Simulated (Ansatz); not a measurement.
C₂H₃F₃OSi, SMILES `C=CO[Si](F)(F)F`, charge 0, multiplicity 1.

(1) Give a relaxed structure at PBE0-D4/def2-TZVP (Ansatz 0.2.0). (Best estimate.)

Results:

(1) Computed: 
Z-matrix (Å, degrees):
```
Si
F 1 1.564
F 1 1.569 2 108.9
O 1 1.609 2 107.2 3 121.5
F 1 1.569 2 108.9 3 -117.0
C 4 1.364 1 130.1 2 179.9
C 6 1.322 4 126.1 1 0.2
H 6 1.084 4 111.0 1 -179.8
H 7 1.081 6 119.1 4 -180.0
H 7 1.084 6 123.1 4 0.0
```
Point group Cs.
This is one stationary point; other conformers may exist.
